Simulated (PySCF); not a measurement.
CH₇ClSi₂, SMILES [SiH2](C[SiH3])Cl.

Geometry optimised at PBE0-D3(BJ)/def2-SVP. The values are those of a single conformer.

Level of theory: B3LYP/def2-TZVP run with PySCF.

The molecule is in vacuum.

Computed frontier levels, gap, dipole moment and polarisability:
```yaml
highest_occupied_level: -8.48 eV
lowest_empty_level: -0.04 eV
orbital_gap: 8.44 eV
dipole_moment: 1.92 D
quadrupole, principal values (traceless, Buckingham form, about the centre of nuclear charge): -3.46, 1.24, 2.22 D·Å
mean_static_polarisability: 75.9 bohr³ (11.25 Å³)
polarisability_principal_values: 65.7, 76.5, 85.5 bohr³
```
